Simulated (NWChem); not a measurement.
All runs are NWChem calculations. System: BF, charge 0, spin multiplicity 1, at a geometry optimised with B3LYP/def2-SVP. The structure started from a generated list of species. Level: r2SCAN/def2-QZVP.

NWChem printed:

```
             Northwest Computational Chemistry Package (NWChem) 7.3.0
             --------------------------------------------------------

                                NWChem Input Module
                                -------------------

 Scaling coordinates for geometry "geometry" by  1.889725989
 (inverse scale =  0.529177249)

 Turning off AUTOSYM since
 SYMMETRY directive was detected!

                             Geometry "geometry" -> ""
                             -------------------------

 Output coordinates in angstroms (scale by  1.889725989 to convert to a.u.)

  No.       Tag          Charge          X              Y              Z
 ---- ---------------- ---------- -------------- -------------- --------------
    1 B                    5.0000     0.00000000     0.00000000    -0.81227100
    2 F                    9.0000     0.00000000     0.00000000     0.45126200

 Effective nuclear repulsion energy (a.u.)      18.8463429170

            Nuclear Dipole moment (a.u.)
            ----------------------------
        X                 Y               Z
 ---------------- ---------------- ----------------
     0.0000000000     0.0000000000     0.0000056692

      Symmetry information
      --------------------

 Group name             C2v
 Group number             16
 Group order               4
 No. of unique centers     2

      Symmetry unique atoms

     1    2


 Summary of "ao basis" -> "" (spherical)
 ------------------------------------------------------------------------------
       Tag                 Description            Shells   Functions and Types
 ---------------- ------------------------------  ------  ---------------------
 *                         def2-qzvp                  on all atoms

                                 NWChem DFT Module
                                 -----------------

 Summary of "ao basis" -> "ao basis" (spherical)
 ------------------------------------------------------------------------------
       Tag                 Description            Shells   Functions and Types
 ---------------- ------------------------------  ------  ---------------------
 B                         def2-qzvp                17       57   7s4p3d2f1g
 F                         def2-qzvp                17       57   7s4p3d2f1g

 Summary of "ao basis" -> "ao basis" (spherical)
 ------------------------------------------------------------------------------
       Tag                 Description            Shells   Functions and Types
 ---------------- ------------------------------  ------  ---------------------
 B                         def2-qzvp                17       57   7s4p3d2f1g
 F                         def2-qzvp                17       57   7s4p3d2f1g

      Symmetry analysis of basis
      --------------------------

        a1         48
        a2         14
        b1         26
        b2         26

            General Information
            -------------------
          SCF calculation type: DFT
          Wavefunction type:  closed shell.
          No. of atoms     :     2
          No. of electrons :    14
           Alpha electrons :     7
            Beta electrons :     7
          Charge           :     0
          Spin multiplicity:     1
          Use of symmetry is: on ; symmetry adaption is: on
          Maximum number of iterations: 100
          AO basis - number of functions:   114
                     number of shells:    34
          Convergence on energy requested:  1.00D-06
          Convergence on density requested:  1.00D-05
          Convergence on gradient requested:  5.00D-04

              XC Information
              --------------
                      r^2SCAN Method XC Functional
               r^2SCAN metaGGA Exchange Functional  1.000
                     r^2SCAN Correlation Potential  1.000

             Grid Information
             ----------------
          Grid used for XC integration:  fine
          Radial quadrature: Mura-Knowles
          Angular quadrature: Lebedev.
          Tag              B.-S. Rad. Rad. Pts. Rad. Cut. Ang. Pts.
          ---              ---------- --------- --------- ---------
          B                   0.85       70           8.0       590
[...]
 !! scf_movecs_sym_adapt:    8 vectors were symmetry contaminated

   convergence    iter        energy       DeltaE   RMS-Dens  Diis-err    time
 ---------------- ----- ----------------- --------- --------- ---------  ------
 d= 0,ls=0.0,diis     1   -120.3146187737 -1.39D+02  4.80D+01  1.78D+01     4.3

 !! scf_movecs_sym_adapt:    4 vectors were symmetry contaminated

  Symmetry fudging

 !! scf_movecs_sym_adapt:    4 vectors were symmetry contaminated

 d= 0,ls=0.0,diis     2   -124.1124156229 -3.80D+00  1.29D-02  5.34D+00     4.6

 !! scf_movecs_sym_adapt:    8 vectors were symmetry contaminated

  Symmetry fudging

 !! scf_movecs_sym_adapt:    8 vectors were symmetry contaminated

 d= 0,ls=0.0,diis     3   -124.2812874141 -1.69D-01  5.13D-03  4.78D+00     4.8

 !! scf_movecs_sym_adapt:    8 vectors were symmetry contaminated

  Symmetry fudging

 !! scf_movecs_sym_adapt:    6 vectors were symmetry contaminated

 d= 0,ls=0.0,diis     4   -124.6491184639 -3.68D-01  1.78D-03  1.46D-01     5.1

 !! scf_movecs_sym_adapt:   10 vectors were symmetry contaminated

  Symmetry fudging

 !! scf_movecs_sym_adapt:    6 vectors were symmetry contaminated

 d= 0,ls=0.0,diis     5   -124.6589635532 -9.85D-03  3.18D-04  2.12D-03     5.3

 !! scf_movecs_sym_adapt:    8 vectors were symmetry contaminated

  Symmetry fudging

 !! scf_movecs_sym_adapt:    8 vectors were symmetry contaminated

  Resetting Diis
 d= 0,ls=0.0,diis     6   -124.6591913243 -2.28D-04  4.07D-05  9.32D-05     5.5

 !! scf_movecs_sym_adapt:   20 vectors were symmetry contaminated

  Symmetry fudging

 !! scf_movecs_sym_adapt:   16 vectors were symmetry contaminated

 d= 0,ls=0.0,diis     7   -124.6591982891 -6.96D-06  1.55D-05  2.59D-06     5.8

 !! scf_movecs_sym_adapt:   24 vectors were symmetry contaminated

  Symmetry fudging

 !! scf_movecs_sym_adapt:   12 vectors were symmetry contaminated

 d= 0,ls=0.0,diis     8   -124.6591978167  4.72D-07  6.37D-06  9.49D-06     6.0

         Total DFT energy =     -124.659197816678
      One electron energy =     -208.892228801707
           Coulomb energy =       79.767153754258
    Exchange-Corr. energy =      -14.380465686261
 Nuclear repulsion energy =       18.846342917032

 Numeric. integr. density =       14.000000006775

     Total iterative time =      5.0s

                  Occupations of the irreducible representations
                  ----------------------------------------------

                     irrep           alpha         beta
                     --------     --------     --------
                     a1                5.0          5.0
                     a2                0.0          0.0
                     b1                1.0          1.0
                     b2                1.0          1.0

                       DFT Final Molecular Orbital Analysis
                       ------------------------------------

 Vector    5  Occ=2.000000D+00  E=-4.921546D-01  Symmetry=b2
              MO Center=  2.9D-28,  2.4D-15,  3.5D-01, r^2= 5.7D-01
   Bfn.  Coefficient  Atom+Function         Bfn.  Coefficient  Atom+Function
  ----- ------------  ---------------      ----- ------------  ---------------
    66      0.366917  2 F  py                69      0.335280  2 F  py
    72      0.308391  2 F  py                75      0.111231  2 F  py
    12      0.089711  1 B  py                 9      0.089055  1 B  py
    15      0.038066  1 B  py                26      0.025947  1 B  d -1

 Vector    6  Occ=2.000000D+00  E=-4.921546D-01  Symmetry=b1
              MO Center= -3.1D-15,  4.6D-28,  3.5D-01, r^2= 5.7D-01
   Bfn.  Coefficient  Atom+Function         Bfn.  Coefficient  Atom+Function
  ----- ------------  ---------------      ----- ------------  ---------------
    65      0.366917  2 F  px                68      0.335280  2 F  px
    71      0.308391  2 F  px                74      0.111231  2 F  px
    11      0.089711  1 B  px                 8      0.089055  1 B  px
    14      0.038066  1 B  px                28     -0.025947  1 B  d  1

 Vector    7  Occ=2.000000D+00  E=-2.577743D-01  Symmetry=a1
              MO Center= -4.3D-14, -3.7D-14, -1.2D+00, r^2= 1.4D+00
   Bfn.  Coefficient  Atom+Function         Bfn.  Coefficient  Atom+Function
  ----- ------------  ---------------      ----- ------------  ---------------
     6      0.517925  1 B  s                  7      0.343389  1 B  s
     5      0.220288  1 B  s                 10     -0.175383  1 B  pz
    13     -0.145807  1 B  pz                16     -0.115792  1 B  pz
     3     -0.102017  1 B  s                 67      0.099174  2 F  pz
    70      0.093467  2 F  pz                 1     -0.090130  1 B  s

 Vector    8  Occ=0.000000D+00  E=-6.595745D-02  Symmetry=b2
              MO Center= -3.7D-28,  3.6D-14, -8.3D-01, r^2= 2.0D+00
   Bfn.  Coefficient  Atom+Function         Bfn.  Coefficient  Atom+Function
  ----- ------------  ---------------      ----- ------------  ---------------
    15      0.451252  1 B  py                12      0.336859  1 B  py
     9      0.288424  1 B  py                18      0.212947  1 B  py
    75     -0.171300  2 F  py                66     -0.151436  2 F  py
    69     -0.143723  2 F  py                72     -0.122534  2 F  py

 Vector    9  Occ=0.000000D+00  E=-6.595745D-02  Symmetry=b1
              MO Center=  2.8D-14, -6.0D-28, -8.3D-01, r^2= 2.0D+00
   Bfn.  Coefficient  Atom+Function         Bfn.  Coefficient  Atom+Function
  ----- ------------  ---------------      ----- ------------  ---------------
    14      0.451252  1 B  px                11      0.336859  1 B  px
     8      0.288424  1 B  px                17      0.212947  1 B  px
    74     -0.171300  2 F  px                65     -0.151436  2 F  px
    68     -0.143723  2 F  px                71     -0.122534  2 F  px

 Vector   10  Occ=0.000000D+00  E= 7.072736D-02  Symmetry=a1
              MO Center= -1.1D-13, -7.4D-14, -2.2D-01, r^2= 6.2D+00
   Bfn.  Coefficient  Atom+Function         Bfn.  Coefficient  Atom+Function
  ----- ------------  ---------------      ----- ------------  ---------------
    19      0.940317  1 B  pz                 7      0.864191  1 B  s
     6     -0.624878  1 B  s                 64     -0.230450  2 F  s
     5      0.157139  1 B  s                 62     -0.146633  2 F  s
    63     -0.092393  2 F  s                 10      0.088985  1 B  pz
    27     -0.085004  1 B  d  0              32     -0.077821  1 B  d  0

 center of mass
 --------------
 x =   0.00000000 y =   0.00000000 z =  -0.02325575

 moments of inertia (a.u.)
 ------------------
          39.738834308119           0.000000000000           0.000000000000
           0.000000000000          39.738834308119           0.000000000000
           0.000000000000           0.000000000000           0.000000000000

     Multipole analysis of the density
     ---------------------------------

     L   x y z        total         alpha         beta         nuclear
     -   - - -        -----         -----         ----         -------
     0   0 0 0     -0.000000     -7.000000     -7.000000     14.000000

     1   1 0 0     -0.000000     -0.000000     -0.000000      0.000000
     1   0 1 0     -0.000000     -0.000000     -0.000000      0.000000
     1   0 0 1      0.425845      0.212919      0.212919      0.000006

     2   2 0 0     -7.863616     -3.931808     -3.931808      0.000000
     2   1 1 0     -0.000000     -0.000000     -0.000000      0.000000
     2   1 0 1      0.000000      0.000000      0.000000      0.000000
     2   0 2 0     -7.863616     -3.931808     -3.931808      0.000000
     2   0 1 1      0.000000      0.000000      0.000000      0.000000
     2   0 0 2    -10.562491    -14.443985    -14.443985     18.325479

 Task  times  cpu:        6.1s     wall:        6.1s

 Total times  cpu:        6.1s     wall:        6.1s
```

### Question
Write an NWChem input that would produce this output.

### Answer
Several could match; the one computed here: 
```
start mol
memory heap 200 mb stack 900 mb global 1100 mb
geometry units angstroms nocenter noautoz
  B      0.000000     0.000000    -0.812271
  F      0.000000     0.000000     0.451262
  symmetry group C2v
end
basis spherical
  * library def2-qzvp
end
dft
  xc r2scan
  semidirect memsize 60000000 filesize 0
  iterations 100
  grid fine
end
task dft energy
```
